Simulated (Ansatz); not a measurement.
Born–Oppenheimer molecular dynamics of ClH₇Si₃ (11 atoms, charge 0, multiplicity 1). It goes on from the last frame of an earlier run, with new velocities.

Method: Ansatz 0.2.0, RKS BLYP-D4/STO-3G.

- ensemble: NVT, Langevin thermostat
- time step: 0.5 fs
- steps asked: 250
- set temperature: 500 K
- friction: 1 /fs
- seed: 88542

First frame:

```xyz
11
Properties=species:S:1:pos:R:3
Si 0.079 0.104 0.100
Si -0.175 -0.131 2.341
H -1.624 0.041 2.584
H 0.211 -1.484 2.839
H 0.513 0.803 3.208
Si 2.075 0.007 -0.956
H 2.269 -1.388 -1.115
H 1.835 0.569 -2.299
H 3.206 0.601 -0.369
H -0.714 1.286 -0.351
Cl -0.858 -1.565 -0.769
```

(1) How far do the bonds stretch over the last three quarters of this one trajectory? (Pairs bonded in most of those frames.)

Answers

(1) 
```json
{"bond": "Si1–Si2", "mean (Å)": "2.270", "spread (Å)": "0.032", "shortest": "2.20", "longest": "2.31"}
{"bond": "Si1–Si6", "mean (Å)": "2.230", "spread (Å)": "0.033", "shortest": "2.18", "longest": "2.29"}
{"bond": "Si1–H10", "mean (Å)": "1.477", "spread (Å)": "0.038", "shortest": "1.39", "longest": "1.57"}
{"bond": "Si1–Cl11", "mean (Å)": "2.136", "spread (Å)": "0.021", "shortest": "2.10", "longest": "2.18"}
{"bond": "Si2–H3", "mean (Å)": "1.452", "spread (Å)": "0.041", "shortest": "1.36", "longest": "1.56"}
{"bond": "Si2–H4", "mean (Å)": "1.450", "spread (Å)": "0.034", "shortest": "1.36", "longest": "1.51"}
{"bond": "Si2–H5", "mean (Å)": "1.473", "spread (Å)": "0.036", "shortest": "1.38", "longest": "1.54"}
{"bond": "Si6–H7", "mean (Å)": "1.479", "spread (Å)": "0.034", "shortest": "1.39", "longest": "1.53"}
{"bond": "Si6–H8", "mean (Å)": "1.474", "spread (Å)": "0.041", "shortest": "1.39", "longest": "1.57"}
{"bond": "Si6–H9", "mean (Å)": "1.473", "spread (Å)": "0.051", "shortest": "1.32", "longest": "1.60"}
```

Mean temperature of the second half: 510 K. A run of 0.12 ps of so small a system gives no equilibrium averages. The friction is so strong that the motion is overdamped, so the time scale means little. Limits of this set-up: minimal basis.

The run took 8.5 min on 1 thread of Arm Neoverse V2 (shared host), peak memory 0.095 GiB.
